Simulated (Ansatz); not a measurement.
OsO₃⁻, relaxed as a doublet with UKS PBE-D4/def2-TZVPD in Ansatz, starting from the GFN1-xTB geometry. Force threshold 0.02 eV/Å.

In the def2 sets Os takes a core potential; there is no spin–orbit coupling. The structure holds one bond between oxygen atoms, so isomers without such links may lie far lower. Another isomer (doublet) lies 4.37 eV lower at PBE0-D4/def2-TZVPD; other spin states weren't run for this one.

Start:

```
atom    x (Å)    y (Å)    z (Å)
 Os1  -0.5262   0.5494  -0.0386
  O2   1.4422  -1.7277   0.1395
  O3   0.7741  -0.6055   0.0329
  O4  -1.6901   1.7837  -0.1338
```

(1) Estimate the energy that the relaxation releases and the steps that it takes.

(2) Does the start keep its bonding and symmetry?

(3) Predict the relaxed structure.

## Answers

(1) 31.9 kJ/mol, in 6 steps; 86 s on 4 threads of Intel Xeon on a shared host. No frequencies were taken in this run, so the end may be a saddle point.

(2) By distances, no bond broke or formed. The bond that changes most is Os1–O3, from 1.74 to 1.80 Å (atoms count from 1).

(3) 
```csv
atom,x (Å),y (Å),z (Å)
Os1,-0.535,0.580,-0.044
O2,1.564,-1.697,0.129
O3,0.681,-0.738,0.056
O4,-1.710,1.855,-0.141
```
Bond lengths: 2 × O–Os 1.74 to 1.80 Å; 1 × O–O 1.30 Å.
